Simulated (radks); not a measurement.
Valence configurations of Ho+ (all share [Xe]). Calculated with a radial shooting solver on a logarithmic mesh with Libxc functionals: Dirac Kohn-Sham, PBE, spin-unpolarised, spherical densities, point nucleus; open shells fill j = l - 1/2 first. Energies are relative to 4f11 6s1; eigenvalues in eV.

| valence | E (eV) | e(4f5/2) | e(4f7/2) | e(5d3/2) | e(6p1/2) | e(6s1/2) |
|---|---|---|---|---|---|---|
| 4f11 6s1 | 0.000 | -10.098 | -9.122 | - | - | -8.948 |
| 4f11.5 6s0.5 | 0.591 | -6.693 | -5.751 | - | - | -8.184 |
| 4f12 | 2.309 | -4.210 | -3.300 | - | - | - |
| 4f10.5 5d1 6s0.5 | 2.525 | -12.049 | -11.043 | -7.009 | - | -8.895 |
| 4f10.5 6s1 6p0.5 | 2.599 | -14.700 | -13.691 | - | -6.587 | -10.084 |
| 4f11 6p1 | 3.238 | -11.280 | -10.304 | - | -6.368 | - |
| 4f10 6s2 | 3.419 | -18.571 | -17.529 | - | - | -10.559 |
| 4f10 5d1 6s1 | 4.425 | -16.197 | -15.156 | -8.341 | - | -9.628 |
| 4f10 6s1 6p1 | 7.184 | -19.719 | -18.676 | - | -7.371 | -11.168 |
| 4f9 6s1 6p2 | 23.129 | -30.708 | -29.597 | - | -8.795 | -13.200 |

NIST lists [Xe] 4f11 6s1 as the ground configuration; this level of theory agrees among the configurations tried. The energies are those of spherical spin-averaged densities, not of single terms.
